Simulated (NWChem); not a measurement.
The numbers come from NWChem runs, not from measurements. System: tetraarsenic (As₄), charge 0, spin multiplicity 1, at a geometry optimised with PBE0/def2-SVP. Level: MP2/def2-TZVP, 36 core orbitals frozen.

Job file:

```
start mol
memory heap 200 mb stack 900 mb global 1100 mb
geometry units angstroms nocenter noautoz
  As     1.216764     0.000000     0.860369
  As    -1.216764     0.000000     0.860369
  As     0.000000    -1.216718    -0.860369
  As     0.000000     1.216718    -0.860369
  symmetry group C2v
end
basis spherical
  * library def2-tzvp
end
scf
  rhf
  nopen 0
  maxiter 100
  thresh 1e-7
  semidirect memsize 60000000 filesize 0
end
mp2
  freeze core 36
end
task mp2 energy
```

Output (cleaned and shortened):

```
             Northwest Computational Chemistry Package (NWChem) 7.3.0
             --------------------------------------------------------

                                NWChem Input Module
                                -------------------

 Scaling coordinates for geometry "geometry" by  1.889725989
 (inverse scale =  0.529177249)

 Turning off AUTOSYM since
 SYMMETRY directive was detected!

                             Geometry "geometry" -> ""
                             -------------------------

 Output coordinates in angstroms (scale by  1.889725989 to convert to a.u.)

  No.       Tag          Charge          X              Y              Z
 ---- ---------------- ---------- -------------- -------------- --------------
    1 As                  33.0000     1.21676400     0.00000000     0.86036900
    2 As                  33.0000    -1.21676400     0.00000000     0.86036900
    3 As                  33.0000     0.00000000    -1.21671800    -0.86036900
    4 As                  33.0000     0.00000000     1.21671800    -0.86036900

 Effective nuclear repulsion energy (a.u.)    1420.8610848922

            Nuclear Dipole moment (a.u.)
            ----------------------------
        X                 Y               Z
 ---------------- ---------------- ----------------
     0.0000000000     0.0000000000     0.0000000000

      Symmetry information
      --------------------

 Group name             C2v
 Group number             16
 Group order               4
 No. of unique centers     2

      Symmetry unique atoms

     1    3


 Summary of "ao basis" -> "" (spherical)
 ------------------------------------------------------------------------------
       Tag                 Description            Shells   Functions and Types
 ---------------- ------------------------------  ------  ---------------------
 *                         def2-tzvp                  on all atoms

 Summary of "ao basis" -> "ao basis" (spherical)
 ------------------------------------------------------------------------------
       Tag                 Description            Shells   Functions and Types
 ---------------- ------------------------------  ------  ---------------------
 As                        def2-tzvp                16       48   6s5p4d1f

                                 NWChem SCF Module
                                 -----------------

  ao basis        = "ao basis"
  functions       =   192
  atoms           =     4
  closed shells   =    66
  open shells     =     0
  charge          =   0.00
  wavefunction    = RHF
  use symmetry    = T
  symmetry adapt  = T

 Summary of "ao basis" -> "ao basis" (spherical)
 ------------------------------------------------------------------------------
       Tag                 Description            Shells   Functions and Types
 ---------------- ------------------------------  ------  ---------------------
 As                        def2-tzvp                16       48   6s5p4d1f

      Symmetry analysis of basis
      --------------------------

        a1         64
        a2         32
        b1         48
        b2         48

 Forming initial guess at       0.2s

      Superposition of Atomic Density Guess
      -------------------------------------

 Sum of atomic energies:       -8936.54921657

      Non-variational initial energy
      ------------------------------

 Total energy =   -8937.754345
 1-e energy   =  -15298.304874
 2-e energy   =    4939.689444
 HOMO         =      -0.248178
 LUMO         =       0.013176

      Symmetry analysis of molecular orbitals - initial
      -------------------------------------------------

  Numbering of irreducible representations:

     1 a1          2 a2          3 b1          4 b2

  Orbital symmetries:

     1 a1          2 b2          3 a1          4 b1          5 a1
     6 b2          7 a1          8 b1          9 b2         10 a1
    11 b1         12 a1         13 b2         14 a2         15 b1
    16 b1         17 a1         18 b2         19 a2         20 a1
    21 a1         22 b2         23 a1         24 b1         25 a1
    26 b2         27 a1         28 b1         29 b1         30 a1
    31 b2         32 a1         33 a2         34 b2         35 a2
    36 b1         37 a1         38 b1         39 a1         40 b2
    41 a1         42 a2         43 b2         44 a1         45 b1
    46 b1         47 a1         48 b2         49 b2         50 a2
    51 b1         52 a1         53 a2         54 b2         55 a2
    56 b1         57 a1         58 b1         59 a1         60 b2
    61 a1         62 b1         63 a1         64 b2         65 a1
    66 a2         67 b1         68 a2         69 b2         70 b1
    71 a1         72 b2         73 a1         74 b1         75 a1
    76 b2

 Starting SCF solution at       6.3s

 ----------------------------------------------
         Quadratically convergent ROHF

 Convergence threshold     :          1.000E-07
 Maximum no. of iterations :          100
 Final Fock-matrix accuracy:          1.000E-09
 ----------------------------------------------

              iter       energy          gnorm     gmax       time
             ----- ------------------- --------- --------- --------
                 1    -8936.8668809949  4.34D-01  1.24D-01      7.0
                 2    -8936.8851760960  1.97D-01  4.50D-02      8.3
                 3    -8936.8901670119  1.83D-02  5.69D-03     10.1
                 4    -8936.8902574555  1.25D-04  3.13D-05     12.9
                 5    -8936.8902574566  1.47D-08  3.66D-09     17.6

       Final RHF  results
       ------------------
[...]
   44   -2.1207
   45   -2.1207
   46   -2.1193
   47   -2.1193
   48   -2.1193
   49   -2.1193
   50   -2.1193
   51   -2.1192
   52   -2.1192
   53   -2.1192
   54   -2.1179
   55   -2.1179
   56   -2.1179
   57   -0.9723
   58   -0.6908
   59   -0.6908
   60   -0.6908
   61   -0.4214
   62   -0.3638
   63   -0.3638
   64   -0.3638
   65   -0.3254
   66   -0.3254
   67    0.0743
   68    0.0743
   69    0.0743
   70    0.0886
   71    0.0886
   72    0.0886
   73    0.2438
   74    0.2784
   75    0.2784
   76    0.2784

                       ROHF Final Molecular Orbital Analysis
                       -------------------------------------

 Vector   64  Occ=2.000000D+00  E=-3.638226D-01  Symmetry=b2
              MO Center= -7.4D-15, -1.0D-09, -2.6D-01, r^2= 4.3D+00
   Bfn.  Coefficient  Atom+Function         Bfn.  Coefficient  Atom+Function
  ----- ------------  ---------------      ----- ------------  ---------------
    17      0.245544  1 As py                65      0.245544  2 As py
   114     -0.239771  3 As pz               162      0.239771  4 As pz
   117     -0.204607  3 As pz               165      0.204607  4 As pz
   101      0.186381  3 As s                149     -0.186381  4 As s
    20      0.177306  1 As py                68      0.177306  2 As py

 Vector   65  Occ=2.000000D+00  E=-3.254062D-01  Symmetry=a1
              MO Center=  1.4D-14, -4.7D-15,  1.2D-04, r^2= 4.0D+00
   Bfn.  Coefficient  Atom+Function         Bfn.  Coefficient  Atom+Function
  ----- ------------  ---------------      ----- ------------  ---------------
    18      0.213144  1 As pz                66      0.213144  2 As pz
   114     -0.213123  3 As pz               162     -0.213123  4 As pz
    21      0.193911  1 As pz                69      0.193911  2 As pz
   117     -0.193891  3 As pz               165     -0.193891  4 As pz
    16     -0.150727  1 As px                64      0.150727  2 As px

 Vector   66  Occ=2.000000D+00  E=-3.254049D-01  Symmetry=a2
              MO Center= -5.1D-14,  1.9D-14,  2.2D-05, r^2= 4.0D+00
   Bfn.  Coefficient  Atom+Function         Bfn.  Coefficient  Atom+Function
  ----- ------------  ---------------      ----- ------------  ---------------
    17      0.261038  1 As py                65     -0.261038  2 As py
   112     -0.261031  3 As px               160      0.261031  4 As px
    20      0.237483  1 As py                68     -0.237483  2 As py
   115     -0.237479  3 As px               163      0.237479  4 As px

 Vector   67  Occ=0.000000D+00  E= 7.428986D-02  Symmetry=b1
              MO Center= -1.2D-14, -6.3D-15,  4.1D-01, r^2= 5.7D+00
   Bfn.  Coefficient  Atom+Function         Bfn.  Coefficient  Atom+Function
  ----- ------------  ---------------      ----- ------------  ---------------
    21      0.660678  1 As pz                69     -0.660678  2 As pz
    19     -0.467462  1 As px                67     -0.467462  2 As px
   115      0.467124  3 As px               163      0.467124  4 As px
    18      0.217868  1 As pz                66     -0.217868  2 As pz
    16     -0.154115  1 As px                64     -0.154115  2 As px

 Vector   68  Occ=0.000000D+00  E= 7.429319D-02  Symmetry=a2
              MO Center=  2.8D-16,  4.1D-15, -1.6D-05, r^2= 5.9D+00
   Bfn.  Coefficient  Atom+Function         Bfn.  Coefficient  Atom+Function
  ----- ------------  ---------------      ----- ------------  ---------------
    20      0.660770  1 As py                68     -0.660770  2 As py
   115      0.660794  3 As px               163     -0.660794  4 As px
    17      0.217885  1 As py                65     -0.217885  2 As py
   112      0.217890  3 As px               160     -0.217890  4 As px

 Vector   69  Occ=0.000000D+00  E= 7.429732D-02  Symmetry=b2
              MO Center= -3.5D-13,  6.2D-13, -4.1D-01, r^2= 5.7D+00
   Bfn.  Coefficient  Atom+Function         Bfn.  Coefficient  Atom+Function
  ----- ------------  ---------------      ----- ------------  ---------------
   117      0.660915  3 As pz               165     -0.660915  4 As pz
    20      0.467393  1 As py                68      0.467393  2 As py
   116     -0.466965  3 As py               164     -0.466965  4 As py
   114      0.217913  3 As pz               162     -0.217913  4 As pz
    17      0.154090  1 As py                65      0.154090  2 As py

 center of mass
 --------------
 x =   0.00000000 y =   0.00000000 z =   0.00000000

 moments of inertia (a.u.)
 ------------------
        1584.361903784852           0.000000000000           0.000000000000
           0.000000000000        1584.421802937744           0.000000000000
           0.000000000000           0.000000000000        1584.385982936555

  Mulliken analysis of the total density
  --------------------------------------

    Atom       Charge   Shell Charges
 -----------   ------   -------------------------------------------------------
    1 As  33    33.00   2.00  2.00  1.17  0.78  0.98  0.93  5.99  5.76  0.36  1.60  1.25  8.95  1.06  0.03  0.11  0.02
    2 As  33    33.00   2.00  2.00  1.17  0.78  0.98  0.93  5.99  5.76  0.36  1.60  1.25  8.95  1.06  0.03  0.11  0.02
    3 As  33    33.00   2.00  2.00  1.17  0.78  0.98  0.93  5.99  5.76  0.36  1.60  1.25  8.95  1.06  0.03  0.11  0.02
    4 As  33    33.00   2.00  2.00  1.17  0.78  0.98  0.93  5.99  5.76  0.36  1.60  1.25  8.95  1.06  0.03  0.11  0.02

       Multipole analysis of the density wrt the origin
       ------------------------------------------------

     L   x y z        total         open         nuclear
     -   - - -        -----         ----         -------
     0   0 0 0     -0.000000      0.000000    132.000000

     1   1 0 0      0.000000      0.000000      0.000000
     1   0 1 0      0.000000      0.000000      0.000000
     1   0 0 1     -0.000022      0.000000      0.000000

     2   2 0 0    -52.914046      0.000000    348.942856
     2   1 1 0      0.000000      0.000000      0.000000
     2   1 0 1     -0.000000      0.000000      0.000000
     2   0 2 0    -52.914644      0.000000    348.916472
     2   0 1 1      0.000000      0.000000      0.000000
     2   0 0 2    -52.914268      0.000000    348.932250

                   NWChem MP2 Semi-direct Energy/Gradient Module
                   ---------------------------------------------

  Basis functions       =    192
  Molecular orbitals    =    192
  Frozen core           =     36
  Frozen virtuals       =      0
  Active alpha occupied =     30
  Active beta occupied  =     30
  Active alpha virtual  =    126
  Active beta virtual   =    126
  Use MO symmetry       = T
  Use skeleton AO sym   = T

  AO/Fock/Back tols     =   1.0D-09  1.0D-09  1.0D-09

 GA uses MA = F    GA memory limited = T

 Available:
  local mem=  1.26D+08
 global mem=  1.44D+08
 local disk=  0.00D+00
  mp2_memr nvloc                   126
  nvloc new                   126
   1 passes of  30:        5242880                     264126                 227234954.
   1 passes of  30: M    126135117           G      144105472           F     120892237.
  mp2_memr nvloc                   126
  nvloc new                   126
   2 passes of  15:        5242880                     169664                 113648978.
   2 passes of  15: M    126135117           G      144105472           F     120892237.

 Semi-direct pass number   1 of   2  for RHF alpha+beta  at       17.9s
  vrange nnbf                 17676
  mp2_eaftype                   433  avail_ma_in_mb                  1099
 EAF : mp2_eaftype filesize         433   56824489.
  mp2_eaf for mointskh                    433
Node 0 wrote    267.3 Mb in      0.3 s     Agg I/O rate:   798.4 Mb/s
 Done moints_semi at       40.6s
  mp2_eaftype                   433  avail_ma_in_mb                   666
 EAF : mp2_eaftype filesize         433   56824489.
  mp2_eaf for kh                   433
 Done maket at       41.3s
 Semi-direct pass number   2 of   2  for RHF alpha+beta  at       41.3s
  vrange nnbf                 17676
  mp2_eaftype                   433  avail_ma_in_mb                   666
 EAF : mp2_eaftype filesize         433   56824489.
  mp2_eaf for mointskh                    433
Node 0 wrote    267.3 Mb in      0.3 s     Agg I/O rate:   952.3 Mb/s
 Done moints_semi at       63.8s
  mp2_eaftype                   433  avail_ma_in_mb                   666
 EAF : mp2_eaftype filesize         433   56824489.
  mp2_eaf for kh                   433
 Done maket at       64.5s
 Done multipass loop at       64.5s

          -------------------------------------------
          SCF energy               -8936.890257456607
          Correlation energy          -1.051032268829
          Singlet pairs               -0.536923145218
          Triplet pairs               -0.514109123611
          Total MP2 energy         -8937.941289725435
          -------------------------------------------

          ---------------------------------------------------
                    Spin Component Scaled (SCS) MP2
          Same spin pairs                     -0.342739415740
          Same spin scaling factor             0.333333333333
          Opposite spin pairs                 -0.708292853088
          Opposite spin scaling fact.          1.200000000000
          SCS-MP2 correlation energy          -0.964197895619
          Total SCS-MP2 energy             -8937.854455352228
          ---------------------------------------------------

 -----------------------
 Performance information
 -----------------------

 Timer overhead =  9.93D-08 seconds/call

               Nr. of calls         CPU time (s)                 Wall time (s)                GFlops
             ---------------    -------------------     ------------------------------   -------------------
Name         Min   Avg   Max    Min     Avg     Max     Min     Avg     Max   Mx/calls   Min     Max     Sum
mp2: moin     2     2     2    45.     45.     45.      45.     45.     45.     23.      0.0     0.0     0.0
mp2: make     2     2     2    1.4     1.4     1.4      1.4     1.4     1.4    0.70      0.0     0.0     0.0
mp2: tota     1     1     1    47.     47.     47.      47.     47.     47.     47.      0.0     0.0     0.0

 The average no. of pstat calls per process was 5.00D+00
 with a timing overhead of 4.97D-07s

 Task  times  cpu:       64.5s     wall:       64.5s

 Total times  cpu:       64.5s     wall:       64.5s
```
